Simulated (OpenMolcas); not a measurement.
**Ag2+: effect of the IPEA shift**

```
Program             : OpenMolcas
Basis               : ANO-RCC-VTZP [7s6p4d2f1g]
Scalar Hamiltonian  : DKH2, point nucleus
Active space        : 9 electrons in 9 orbitals (RAS2 4d 5s; RAS3 5p, at most 2 electrons)
State averaging     : 2S+1 = 2 even, 30 roots; 2S+1 = 4 even, 10 roots kept (CI in the orbitals of an earlier block); 2S+1 = 2 odd, 9 roots (0 in the spin-orbit step); 2S+1 = 4 odd, 14 roots kept (CI in the orbitals of an earlier block)
Spin-orbit coupling : RASSI with atomic mean-field integrals over the reference wave functions, term energies averaged over their components
```

Methods on the same reference wave functions:
A. RASSCF
B. MS-RASPT2, IPEA 0 Eh, imaginary shift 0.1 Eh (closed shells correlated: 4s 4p)
C. MS-RASPT2, IPEA 0.25 Eh, imaginary shift 0.1 Eh (closed shells correlated: 4s 4p)

Energies in cm⁻¹ above 4d⁹ ²D_5/2, the measured ground level; measured values from Moore, Atomic Energy Levels, vol. III, NSRDS-NBS 35 (1971 reprint of NBS Circular 467, 1958).

```json
{"Level": "4d⁹ ²D_5/2", "A": "0.0", "B": "0.0", "C": "0.0", "Measured": "0.0"}
{"Level": "4d⁹ ²D_3/2", "A": "4628", "B": "4630", "C": "4630", "Measured": "4607"}
{"Level": "4d⁸ 5s ⁴F_9/2", "A": "55357", "B": "60700", "C": "61870", "Measured": "63250"}
{"Level": "4d⁸ 5s ⁴F_7/2", "A": "57764", "B": "63040", "C": "64220", "Measured": "65764"}
{"Level": "4d⁸ 5s ⁴F_5/2", "A": "60010", "B": "65300", "C": "66480", "Measured": "68145"}
{"Level": "4d⁸ 5s ⁴F_3/2", "A": "61309", "B": "66470", "C": "67650", "Measured": "69351"}
{"Level": "4d⁸ 5s ²F_7/2", "A": "64158", "B": "68720", "C": "69910", "Measured": "71691"}
{"Level": "4d⁸ 5s ²F_5/2 [56 %]", "A": "67350", "B": "71230", "C": "72440", "Measured": "73934"}
{"Level": "4d⁸ 5s ⁴P_5/2 [61 %]", "A": "71268", "B": "73760", "C": "75080", "Measured": "76406"}
{"Level": "4d⁸ 5s ⁴P_1/2", "A": "74778", "B": "76510", "C": "77910", "Measured": ""}
{"Level": "4d⁸ 5s ²D_5/2 [65 %]", "A": "76715", "B": "79270", "C": "80460", "Measured": "82231"}
{"Level": "4d⁸ 5s ²P_3/2", "A": "81031", "B": "82290", "C": "83670", "Measured": ""}
{"Level": "4d⁸ 5s ²G_9/2", "A": "81414", "B": "83900", "C": "84870", "Measured": "85599"}
{"Level": "4d⁸ 5s ²G_7/2", "A": "81453", "B": "83940", "C": "84910", "Measured": "85727"}
{"Level": "4d⁸ 5s ²P_1/2", "A": "81724", "B": "82700", "C": "84140", "Measured": ""}
```

Deviations, from unrounded energies. A percentage is the sum of absolute deviations over the sum of measured energies, with the sign that they share, or ± where signs differ.

| Against measurement | Levels | A | B | C |
| --- | --- | --- | --- | --- |
| mean absolute deviation (cm-1) | 11 | 5900 | 2300 | 1300 |
| fine structure of the ground term (%) | 1 | +0.4 | +0.5 | +0.5 |
| other configurations (%) | 10 | -8.8 | -3.5 | -1.9 |

C lies closest to measurement on these levels and A furthest from it. The largest miss of C in the table is 4d⁸ 5s ²F_7/2, by -1800 cm-1. The ranking rests on the paired levels alone, and a cruder setting can come out closer through cancelling errors.

Between B and C the level of the table that moves most is 4d⁸ 5s ²P_1/2, by 1400 cm-1 (lowest in B, highest in C). Moves below CASPT2's spread within the term are not significant.

The mean deviations of B to C differ by less than CASPT2's widest spread within a term (1100 cm-1), so their order carries little weight.

The lowest spin-free term lies below A's lowest term by 0.515 hartree in B, 0.512 hartree in C.

CASPT2 breaks the degeneracy within a term, and the mean is taken; among the terms shown or strongly mixed into the levels shown the widest spread is 1100 cm-1 (4d⁸ 5s ²G, B). Some high roots are left out of the spin-orbit mixing, which shifts the levels that they would mix with. Terms from blocks run as CI alone lack orbitals of their own. A single d shell beside an s shell can misplace configurations of different d count against each other. Without dynamic correlation excited terms often stand tens of per cent too high (terms of higher spin than the ground term too low), and those without a measured partner can miss by more than the paired ones (holds for A). Some levels mix across a computed gap that differs much from the measured one, so their mixing is not that of the real levels (holds for A). Computed and measured levels are paired by configuration, term and J; levels that our copy of the source lacks, or whose pairing is in doubt (as where it misses far off the trend of its configuration), stay unpaired and out of the deviations. Levels of configurations outside the active space are missing. Levels that lie high or do not pair safely by name in every column are left out.

A share in square brackets marks a mixed level and gives the weight of the term that names it, the lowest over the columns.
